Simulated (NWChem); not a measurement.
System: CH₃O₂ cation; SMILES O=C[OH2+]

```xyz
6

O     -0.2757     1.2351    -0.0725
C      0.4625     0.3609    -0.0140
O     -0.1677    -1.0858     0.0368
H      1.5542     0.2066    -0.0011
H      0.3223    -1.8936     0.2929
H     -1.1415    -1.1597     0.1267
```
Atoms are numbered in this order, from 1.

Results from NWChem. Pople sets run with spherical d functions. STO-3G and 3-21G are far too small for this property and stand as cheap habits. Structure relaxed at the PBE0/def2-SVP level. Field at 589 nm.

**Question.** Among these, which level gives the highest value of “anisotropy (bohr³)”?
(A) B3LYP/STO-3G
(B) B3LYP/def2-SVPD
(C) B3LYP/def2-SVP
(D) B3LYP/6-31G*

**Answer.** D, B3LYP/6-31G*. Values: B3LYP/def2-SVPD 11.1; B3LYP/STO-3G 11.9; B3LYP/def2-SVP 11.9; B3LYP/6-31G* 12.6
